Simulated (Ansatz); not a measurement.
Geometry optimisation of C₁₁H₁₃ClHf (`[CH3][Hf]12345678([Cl])([C@H]9[C@@H]1[C@@H]2[C@@H]3[C@H]94)[C@H]1[C@@H]5[C@@H]6[C@@H]7[C@H]18`).

```yaml
crystal:
  periodic: [false, false, false]
  atoms:
    - {symbol: C, position_ang: [-1.463150, -1.831950, -0.554730]}
    - {symbol: Hf, position_ang: [-0.156940, -0.312280, 0.323560]}
    - {symbol: Cl, position_ang: [-0.300100, -1.209560, 2.484570]}
    - {symbol: C, position_ang: [-2.102260, 1.180850, 1.115070]}
    - {symbol: C, position_ang: [-2.128870, 1.205010, -0.293850]}
    - {symbol: C, position_ang: [-0.941790, 1.825590, -0.743520]}
    - {symbol: C, position_ang: [-0.189330, 2.195890, 0.395550]}
    - {symbol: C, position_ang: [-0.905420, 1.788070, 1.541820]}
    - {symbol: C, position_ang: [2.285550, 0.091210, 0.424730]}
    - {symbol: C, position_ang: [1.898880, 0.377560, -0.908760]}
    - {symbol: C, position_ang: [1.531210, -0.835620, -1.526260]}
    - {symbol: C, position_ang: [1.729290, -1.876390, -0.590130]}
    - {symbol: C, position_ang: [2.201980, -1.308510, 0.602410]}
    - {symbol: H, position_ang: [-2.464400, -1.804960, -0.104500]}
    - {symbol: H, position_ang: [-1.080940, -2.843610, -0.363440]}
    - {symbol: H, position_ang: [-1.605820, -1.753120, -1.640750]}
    - {symbol: H, position_ang: [-2.902190, 0.845340, 1.758630]}
    - {symbol: H, position_ang: [-2.967520, 0.926860, -0.915690]}
    - {symbol: H, position_ang: [-0.734380, 2.116940, -1.763280]}
    - {symbol: H, position_ang: [0.678560, 2.841020, 0.396080]}
    - {symbol: H, position_ang: [-0.651480, 2.026960, 2.564940]}
    - {symbol: H, position_ang: [2.763950, 0.781270, 1.108710]}
    - {symbol: H, position_ang: [2.023250, 1.324180, -1.414750]}
    - {symbol: H, position_ang: [1.302200, -0.964750, -2.574090]}
    - {symbol: H, position_ang: [1.647660, -2.932960, -0.796660]}
    - {symbol: H, position_ang: [2.532050, -1.853040, 1.474340]}
basis:
  gaussian: {orbitals: def2-TZVP}
hamiltonian: {xc: pbe0, dispersion: d4}
relax: {f_tol: 0.005, max_steps: 150}
```

```sh
$ ansatz run in.yaml --threads 11 --pin off --events-out ev --progress --plain --max-ram 110592MiB --backend cuda --devices 0, --max-vram 75GiB
```

Shortened log:

```
Functional definition: PBE0
mean field -25438.07455487 eV, -934.8319973451 hartree, gradient 2.3e-5 eV, S^2 0.000000; 0 other end points of the search recorded, 0 dependent functions left out
relax step   1: F+E_penalty+E_count = -25438.85746392 eV  Δ(F+E_penalty+E_count) = +0.000e0 eV  max|allowed force component| = 8.495e-1 eV/Å  Δτ_max = 0.0000 Å  (34 SCF iters, accepted)
mean field -25438.33195678 eV, -934.8414566909 hartree, gradient 1.6e-5 eV, S^2 0.000000; 0 other end points of the search recorded, 0 dependent functions left out
relax step   2: F+E_penalty+E_count = -25439.10270247 eV  Δ(F+E_penalty+E_count) = -2.452e-1 eV  max|allowed force component| = 6.107e-1 eV/Å  Δτ_max = 0.1948 Å  (38 SCF iters, accepted)
mean field -25438.44975677 eV, -934.8457857608 hartree, gradient 2.7e-5 eV, S^2 0.000000; 0 other end points of the search recorded, 0 dependent functions left out
relax step   3: F+E_penalty+E_count = -25439.23615958 eV  Δ(F+E_penalty+E_count) = -1.335e-1 eV  max|allowed force component| = 1.782e-1 eV/Å  Δτ_max = 0.1225 Å  (39 SCF iters, accepted)
mean field -25438.45786399 eV, -934.8460836957 hartree, gradient 1.0e-5 eV, S^2 0.000000; 0 other end points of the search recorded, 0 dependent functions left out
relax step   4: F+E_penalty+E_count = -25439.24562094 eV  Δ(F+E_penalty+E_count) = -9.461e-3 eV  max|allowed force component| = 1.160e-1 eV/Å  Δτ_max = 0.0510 Å  (35 SCF iters, accepted)
mean field -25438.45956359 eV, -934.8461461548 hartree, gradient 9.3e-6 eV, S^2 0.000000; 0 other end points of the search recorded, 0 dependent functions left out
relax step   5: F+E_penalty+E_count = -25439.24708177 eV  Δ(F+E_penalty+E_count) = -1.461e-3 eV  max|allowed force component| = 3.632e-2 eV/Å  Δτ_max = 0.0228 Å  (35 SCF iters, accepted)
mean field -25438.46061095 eV, -934.8461846443 hartree, gradient 2.7e-5 eV, S^2 0.000000; 0 other end points of the search recorded, 0 dependent functions left out
relax step   6: F+E_penalty+E_count = -25439.24787409 eV  Δ(F+E_penalty+E_count) = -7.923e-4 eV  max|allowed force component| = 2.117e-2 eV/Å  Δτ_max = 0.0224 Å  (32 SCF iters, accepted)
mean field -25438.46222054 eV, -934.8462437957 hartree, gradient 1.0e-5 eV, S^2 0.000000; 0 other end points of the search recorded, 0 dependent functions left out
relax step   7: F+E_penalty+E_count = -25439.24920693 eV  Δ(F+E_penalty+E_count) = -1.333e-3 eV  max|allowed force component| = 8.036e-2 eV/Å  Δτ_max = 0.0560 Å  (33 SCF iters, accepted)
mean field -25438.46333484 eV, -934.8462847457 hartree, gradient 1.4e-5 eV, S^2 0.000000; 0 other end points of the search recorded, 0 dependent functions left out
relax step   8: F+E_penalty+E_count = -25439.25029285 eV  Δ(F+E_penalty+E_count) = -1.086e-3 eV  max|allowed force component| = 8.898e-2 eV/Å  Δτ_max = 0.0863 Å  (33 SCF iters, accepted)
mean field -25438.46438667 eV, -934.8463233997 hartree, gradient 2.7e-5 eV, S^2 0.000000; 0 other end points of the search recorded, 0 dependent functions left out
relax step   9: F+E_penalty+E_count = -25439.25133162 eV  Δ(F+E_penalty+E_count) = -1.039e-3 eV  max|allowed force component| = 6.084e-2 eV/Å  Δτ_max = 0.0144 Å  (35 SCF iters, accepted)
mean field -25438.46702643 eV, -934.8464204091 hartree, gradient 1.8e-5 eV, S^2 0.000000; 0 other end points of the search recorded, 0 dependent functions left out
relax step  10: F+E_penalty+E_count = -25439.25430471 eV  Δ(F+E_penalty+E_count) = -2.973e-3 eV  max|allowed force component| = 1.162e-1 eV/Å  Δτ_max = 0.1247 Å  (36 SCF iters, accepted)
mean field -25438.46685991 eV, -934.8464142896 hartree, gradient 8.2e-6 eV, S^2 0.000000; 0 other end points of the search recorded, 0 dependent functions left out
relax step  11: F+E_penalty+E_count = -25439.25295561 eV  Δ(F+E_penalty+E_count) = +1.349e-3 eV  max|allowed force component| = 1.734e-1 eV/Å  Δτ_max = 0.1493 Å  (34 SCF iters, rejected (line search))
mean field -25438.47066009 eV, -934.8465539437 hartree, gradient 1.7e-5 eV, S^2 0.000000; 0 other end points of the search recorded, 0 dependent functions left out
relax step  12: F+E_penalty+E_count = -25439.25737254 eV  Δ(F+E_penalty+E_count) = -3.068e-3 eV  max|allowed force component| = 7.724e-2 eV/Å  Δτ_max = 0.0729 Å  (35 SCF iters, accepted)
mean field -25438.47010346 eV, -934.8465334879 hartree, gradient 2.5e-5 eV, S^2 0.000000; 0 other end points of the search recorded, 0 dependent functions left out
relax step  13: F+E_penalty+E_count = -25439.25699872 eV  Δ(F+E_penalty+E_count) = +3.738e-4 eV  max|allowed force component| = 1.530e-1 eV/Å  Δτ_max = 0.0970 Å  (33 SCF iters, rejected (line search))
mean field -25438.47223299 eV, -934.8466117465 hartree, gradient 1.3e-5 eV, S^2 0.000000; 0 other end points of the search recorded, 0 dependent functions left out
relax step  14: F+E_penalty+E_count = -25439.25921348 eV  Δ(F+E_penalty+E_count) = -1.841e-3 eV  max|allowed force component| = 3.852e-2 eV/Å  Δτ_max = 0.0471 Å  (35 SCF iters, accepted)
mean field -25438.47323912 eV, -934.8466487211 hartree, gradient 1.3e-5 eV, S^2 0.000000; 0 other end points of the search recorded, 0 dependent functions left out
relax step  15: F+E_penalty+E_count = -25439.26026225 eV  Δ(F+E_penalty+E_count) = -1.049e-3 eV  max|allowed force component| = 1.662e-2 eV/Å  Δτ_max = 0.0488 Å  (34 SCF iters, accepted)
mean field -25438.47387818 eV, -934.8466722064 hartree, gradient 1.8e-5 eV, S^2 0.000000; 0 other end points of the search recorded, 0 dependent functions left out
relax step  16: F+E_penalty+E_count = -25439.26091491 eV  Δ(F+E_penalty+E_count) = -6.527e-4 eV  max|allowed force component| = 3.183e-2 eV/Å  Δτ_max = 0.0733 Å  (35 SCF iters, accepted)
mean field -25438.47449696 eV, -934.8466949458 hartree, gradient 2.6e-5 eV, S^2 0.000000; 0 other end points of the search recorded, 0 dependent functions left out
relax step  17: F+E_penalty+E_count = -25439.26122311 eV  Δ(F+E_penalty+E_count) = -3.082e-4 eV  max|allowed force component| = 1.949e-2 eV/Å  Δτ_max = 0.0241 Å  (34 SCF iters, accepted)
mean field -25438.47442839 eV, -934.8466924259 hartree, gradient 2.6e-5 eV, S^2 0.000000; 0 other end points of the search recorded, 0 dependent functions left out
relax step  18: F+E_penalty+E_count = -25439.26133932 eV  Δ(F+E_penalty+E_count) = -1.162e-4 eV  max|allowed force component| = 1.388e-2 eV/Å  Δτ_max = 0.0098 Å  (35 SCF iters, accepted)
mean field -25438.47442326 eV, -934.8466922377 hartree, gradient 2.6e-5 eV, S^2 0.000000; 0 other end points of the search recorded, 0 dependent functions left out
relax step  19: F+E_penalty+E_count = -25439.26137522 eV  Δ(F+E_penalty+E_count) = -3.590e-5 eV  max|allowed force component| = 9.200e-3 eV/Å  Δτ_max = 0.0036 Å  (35 SCF iters, accepted)
mean field -25438.47441539 eV, -934.8466919485 hartree, gradient 2.6e-5 eV, S^2 0.000000; 0 other end points of the search recorded, 0 dependent functions left out
relax step  20: F+E_penalty+E_count = -25439.26139650 eV  Δ(F+E_penalty+E_count) = -2.128e-5 eV  max|allowed force component| = 2.945e-3 eV/Å  Δτ_max = 0.0082 Å  (35 SCF iters, accepted)
mean field -25438.47441539 eV, -934.8466919485 hartree, gradient 2.6e-5 eV, S^2 0.000000; 1 other end points of the search recorded, 0 dependent functions left out
Total energy: -25439.26143983 eV, -934.8756145630 hartree
Atom 0 at    -1.447576    -1.606242    -0.876765 Å, force    -0.001162    -0.000085    -0.002739 eV/Å
Atom 1 at    -0.110737    -0.290644     0.383400 Å, force     0.000293     0.001187     0.000250 eV/Å
Atom 2 at    -0.393682    -1.455157     2.474031 Å, force     0.000784    -0.000480    -0.000112 eV/Å
Atom 3 at    -2.063238     1.103964     1.183177 Å, force    -0.000997    -0.000987    -0.001675 eV/Å
Atom 4 at    -2.068430     1.195306    -0.221432 Å, force    -0.000080     0.001149     0.000193 eV/Å
Atom 5 at    -0.897498     1.873962    -0.619698 Å, force    -0.000314    -0.000349     0.001200 eV/Å
Atom 6 at    -0.177042     2.219398     0.547438 Å, force     0.000123     0.000253    -0.000598 eV/Å
Atom 7 at    -0.895784     1.740223     1.658767 Å, force     0.000054     0.000424     0.000602 eV/Å
Atom 8 at     2.327308     0.241685     0.192957 Å, force    -0.000729    -0.000283     0.000439 eV/Å
Atom 9 at     1.826492     0.205488    -1.132079 Å, force     0.000473     0.001438    -0.001839 eV/Å
Atom 10 at     1.457175    -1.121905    -1.419720 Å, force    -0.000360    -0.001146     0.000723 eV/Å
Atom 11 at     1.732012    -1.907926    -0.278994 Å, force    -0.002244    -0.001741    -0.001304 eV/Å
Atom 12 at     2.282365    -1.069847     0.707351 Å, force     0.001576     0.000086     0.001881 eV/Å
Atom 13 at    -2.442790    -1.657666    -0.421778 Å, force     0.000701    -0.000328     0.000372 eV/Å
Atom 14 at    -1.048199    -2.625259    -0.907935 Å, force     0.000259    -0.000258     0.000423 eV/Å
Atom 15 at    -1.580848    -1.277037    -1.912816 Å, force    -0.000042    -0.000487     0.000945 eV/Å
Atom 16 at    -2.799842     0.602276     1.792063 Å, force     0.000112    -0.000268     0.000370 eV/Å
Atom 17 at    -2.824847     0.799978    -0.880484 Å, force    -0.000119     0.000164     0.000227 eV/Å
Atom 18 at    -0.614793     2.105818    -1.635714 Å, force     0.000823     0.000207     0.000042 eV/Å
Atom 19 at     0.756670     2.759893     0.580256 Å, force     0.000473     0.000211    -0.000234 eV/Å
Atom 20 at    -0.594136     1.814427     2.692942 Å, force    -0.000224     0.000181     0.000150 eV/Å
Atom 21 at     2.707881     1.110978     0.707966 Å, force    -0.001275    -0.001850    -0.001573 eV/Å
Atom 22 at     1.750806     1.046551    -1.804559 Å, force     0.000438    -0.001860     0.002253 eV/Å
Atom 23 at     1.025694    -1.476159    -2.343098 Å, force     0.001208     0.000630     0.002945 eV/Å
Atom 24 at     1.525412    -2.961976    -0.169051 Å, force     0.000338     0.002916    -0.000605 eV/Å
Atom 25 at     2.567619    -1.370129     1.703773 Å, force    -0.000114     0.001278    -0.002336 eV/Å
Dipole moment:     0.266952     0.506553    -0.395460 e Å
```

Hardware: 11 threads of an AMD EPYC 7R13 on a shared host and a whole NVIDIA H100 80 GB. Wall time 37 s, peak host memory 1.4 GiB.
